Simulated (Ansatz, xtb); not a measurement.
# C4H7Cl2F: which of two isomers lies lower

We compare a, `F[C@H](Cl)CCCCl`, a singlet, with b, `C[C@](Cl)(CF)CCl`, a singlet. Both are isolated molecules in the gas phase, relaxed with PBE0-D3(BJ)/def2-SVP, each in the lowest conformer that the search found.

a (Å):

```xyz
14

C    -1.1476    0.4116    1.5164
C    -0.8335    0.4686    0.0424
C    -1.2356    1.7742   -0.6235
C    -0.9625    1.8038   -2.1106
Cl   -0.2389    1.6519    2.4348
Cl    0.7847    1.6375   -2.4790
F    -2.4742    0.6046    1.7237
H    -0.8645   -0.5532    1.9628
H    -1.3662   -0.3772   -0.4268
H     0.2430    0.2867   -0.0961
H    -2.3151    1.9442   -0.4752
H    -0.7124    2.6120   -0.1366
H    -1.2867    2.7548   -2.5531
H    -1.4728    0.9839   -2.6367
```

b (Å):

```yaml
atoms:
  - { symbol: C, position_ang: [0.1395, -1.8036, -1.0055] }
  - { symbol: C, position_ang: [-0.5853, -1.0168, 0.0675] }
  - { symbol: C, position_ang: [-1.7170, -1.8340, 0.6653] }
  - { symbol: C, position_ang: [-1.0666, 0.3524, -0.4001] }
  - { symbol: Cl, position_ang: [0.5895, -0.6430, 1.4006] }
  - { symbol: Cl, position_ang: [-2.2355, 0.2210, -1.7478] }
  - { symbol: F, position_ang: [-2.3893, -1.1209, 1.6151] }
  - { symbol: H, position_ang: [-0.5369, -1.9951, -1.8517] }
  - { symbol: H, position_ang: [1.0055, -1.2362, -1.3734] }
  - { symbol: H, position_ang: [0.5005, -2.7625, -0.6075] }
  - { symbol: H, position_ang: [-1.3116, -2.7526, 1.1192] }
  - { symbol: H, position_ang: [-2.4204, -2.1025, -0.1415] }
  - { symbol: H, position_ang: [-1.5708, 0.8687, 0.4257] }
  - { symbol: H, position_ang: [-0.2188, 0.9541, -0.7511] }
```

Quicker runs give these differences E(b) − E(a): GFN2-xTB −0.078 eV; HF/STO-3G +0.198 eV (at GFN2-xTB geometries); r2SCAN-D4/def2-SVP +0.001 eV (at GFN2-xTB geometries).

Question: Estimate E(b) − E(a) at the level CCSD(T)/def2-SVP + ΔMP2/def2-TZVPP.

Answer: Calculated at CCSD(T)/def2-SVP + ΔMP2/def2-TZVPP: E(b) − E(a) = −0.048 eV, so structure b lies lower.

Level by level:

```json
{"level": "GFN2-xTB", "geometry": "GFN2-xTB", "E(b) − E(a) (eV)": "−0.078", "departure from the last row (eV)": "−0.031", "job, with rough time for the two": "optimisation, 0.17 s"}
{"level": "HF/STO-3G", "geometry": "GFN2-xTB", "E(b) − E(a) (eV)": "+0.198", "departure from the last row (eV)": "+0.246", "job, with rough time for the two": "single point, 0.4 s"}
{"level": "r2SCAN-D4/def2-SVP", "geometry": "GFN2-xTB", "E(b) − E(a) (eV)": "+0.001", "departure from the last row (eV)": "+0.048", "job, with rough time for the two": "single point, 4.1 s"}
{"level": "PBE0-D3(BJ)/def2-SVP", "geometry": "PBE0-D3(BJ)/def2-SVP", "E(b) − E(a) (eV)": "+0.009", "departure from the last row (eV)": "+0.057", "job, with rough time for the two": "optimisation, 31 s"}
{"level": "HF/def2-SVP", "geometry": "PBE0-D3(BJ)/def2-SVP", "E(b) − E(a) (eV)": "+0.040", "departure from the last row (eV)": "+0.088", "job, with rough time for the two": "part of the CCSD(T) run"}
{"level": "MP2/def2-SVP", "geometry": "PBE0-D3(BJ)/def2-SVP", "E(b) − E(a) (eV)": "−0.094", "departure from the last row (eV)": "−0.046", "job, with rough time for the two": "part of the CCSD(T) run"}
{"level": "CCSD(T)/def2-SVP", "geometry": "PBE0-D3(BJ)/def2-SVP", "E(b) − E(a) (eV)": "−0.072", "departure from the last row (eV)": "−0.025", "job, with rough time for the two": "single point"}
{"level": "CCSD(T)/def2-SVP + ΔMP2/def2-TZVPP", "geometry": "PBE0-D3(BJ)/def2-SVP", "E(b) − E(a) (eV)": "−0.048", "departure from the last row (eV)": "", "job, with rough time for the two": "single point, 67 s"}
```

As drawn, both hold the same kinds of bond in the same numbers. Structure a has 0 methyl groups, b 1.

HF/STO-3G, HF/def2-SVP put the two in the other order. r2SCAN-D4/def2-SVP, PBE0-D3(BJ)/def2-SVP find them nearly level. The largest departure from CCSD(T)/def2-SVP + ΔMP2/def2-TZVPP is that of HF/STO-3G, 0.246 eV. The last row adds to CCSD(T) the change of the MP2 difference between the two basis sets, here +0.025 eV.

With thermal terms from frequencies at re-optimised GFN2-xTB minima (ideal gas, soft modes damped towards free rotors, one conformer each, 298.15 K, 1 atm): the zero-point term adds −0.022 eV; ΔH is −0.062 and ΔG −0.058 eV.

The correlated steps freeze 15 core orbitals. Codes used: Ansatz 0.2.0, xtb 6.7.1; the last row on 4 threads of Arm Neoverse V1 on a shared host.
